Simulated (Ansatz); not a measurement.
Total energies of tetraphenylphosphonium pentafluorobenzenesulfonate, `O=S(=O)([O-])c1c(F)c(F)c(F)c(F)c1F.c1ccc([P+](c2ccccc2)(c2ccccc2)c2ccccc2)cc1` from Ansatz at PBE-D4/def2-SVP, gas phase (1 Eh = 27.2114 eV = 2625.5 kJ/mol). The reference geometry is relaxed at PBE-D4/def2-SVP.

```tsv
state	geometry	energy (Eh)
charge 0 singlet	reference	-2615.58330
charge 1 doublet	reference	-2615.31546
charge -1 doublet	reference	-2615.61536
charge -1 doublet	relaxed at PBE-D4/def2-SVP	-2615.63122
```

Single mean-field runs in def2-SVP are fitted with def2-universal-jkfit.

**Question.** Work out the vertical ionisation energy to the doublet.

**Answer.** E(charge 1 doublet) − E(charge 0 singlet) = -2615.31546 − (-2615.58330) = 0.26784 Eh = 7.29 eV. For comparison, −ε of the highest occupied level is 4.81 eV at this level, 2.48 eV less.

**Question.** Work out the vertical electron affinity, to the doublet.

**Answer.** E(charge 0 singlet) − E(charge -1 doublet) = -2615.58330 − (-2615.61536) = 0.03206 Eh = 0.87 eV. The basis lacks diffuse functions, which makes affinities too small.

**Question.** Give the fundamental gap IE − EA, the Mulliken electronegativity (IE + EA)/2 and the hardness (IE − EA)/2.

**Answer.** From the values in Eh: IE − EA = 0.26784 − 0.03206 = 0.23578 Eh = 6.42 eV; (IE + EA)/2 = 4.08 eV; (IE − EA)/2 = 3.21 eV. The HOMO–LUMO gap of the same run is 2.25 eV, 4.17 eV smaller than the fundamental gap.

**Question.** How much does the charge -1 doublet relax, and what is the adiabatic electron affinity?

**Answer.** Relaxation: -2615.61536 − (-2615.63122) = 0.01586 Eh = 0.43 eV. Adiabatic electron affinity: 0.04792 Eh = 1.30 eV, without zero-point energy. 

At PBE-D4/def2-SVP the gap within one spin of the charge 1 doublet nearly closes, so an electron or hole may be smeared out by delocalisation error. At PBE-D4/def2-SVP the gap within one spin of the charge -1 doublet nearly closes, so an electron or hole may be smeared out by delocalisation error. At PBE-D4/def2-SVP the highest occupied level of the charge -1 doublet lies above zero (up to 0.82 eV). By energy differences its removal costs 0.87 eV (vertical, to the charge 0 singlet, at PBE-D4/def2-SVP); self-interaction error and the lack of diffuse functions both raise the level. At PBE-D4/def2-SVP the highest occupied level of the relaxed charge -1 doublet lies above zero (up to 0.12 eV). By energy differences its removal costs 1.30 eV (each at its own geometry, to the charge 0 singlet, at PBE-D4/def2-SVP); self-interaction error and the lack of diffuse functions both raise the level.
